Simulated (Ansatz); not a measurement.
Reaction (substitution at a C–Ga bond): `N[CH2][GaH][SiH3]` + H₂S → `NCS` + `[SiH3][GaH2]`

Isolated molecules relaxed with PBE0-D4/def2-TZVP in Ansatz; ΔE leaves out vibrations. CBS: MP2 limit from def2 TZ/QZ plus the TZ coupled-cluster correction, frozen cores. This one scheme is used for every species. Functionals use def2-TZVPP. B3LYP here is the variant with VWN-RPA as its local correlation; programs differ in this. For Ga outer-core shells are correlated without core-valence functions, which leaves a few kJ/mol of doubt a bond. Scalar relativity is left out up to krypton. One conformer a species, not always the lowest.

```json
{"level": "r2SCAN-D4", "ΔE (kcal/mol)": "6.9", "difference from CCSD(T)/CBS": "-1.5"}
{"level": "B3LYP-D4", "ΔE (kcal/mol)": "7.1", "difference from CCSD(T)/CBS": "-1.3"}
{"level": "ωB97X-V", "ΔE (kcal/mol)": "6.5", "difference from CCSD(T)/CBS": "-1.9"}
{"level": "B2PLYP", "ΔE (kcal/mol)": "6.9", "difference from CCSD(T)/CBS": "-1.5"}
{"level": "r2SCAN", "ΔE (kcal/mol)": "6.6", "difference from CCSD(T)/CBS": "-1.8"}
{"level": "B3LYP", "ΔE (kcal/mol)": "6.2", "difference from CCSD(T)/CBS": "-2.2"}
{"level": "MP2/def2-TZVPP", "ΔE (kcal/mol)": "8.5", "difference from CCSD(T)/CBS": "0.1"}
{"level": "CCSD/def2-TZVPP", "ΔE (kcal/mol)": "8.0", "difference from CCSD(T)/CBS": "-0.4"}
{"level": "CCSD(T)/def2-TZVPP", "ΔE (kcal/mol)": "8.1", "difference from CCSD(T)/CBS": "-0.3"}
{"level": "MP2/def2-QZVPP", "ΔE (kcal/mol)": "8.5", "difference from CCSD(T)/CBS": "0.1"}
{"level": "CCSD(T)/CBS", "ΔE (kcal/mol)": "8.4", "difference from CCSD(T)/CBS": "0"}
```

Largest T1 diagnostic among the species: 0.013.

The D4 term adds +0.9 kcal/mol with B3LYP and +0.6 kcal/mol with PBE0; it sums over pairs of atoms, weighted by their polarisabilities, and B3LYP, whose exchange is more repulsive, gets the larger term. In def2-TZVPP, CCSD(T) changes the Hartree–Fock value by +3.6 kcal/mol (the triples alone add +0.1 kcal/mol) and MP2 by +4.0 kcal/mol.
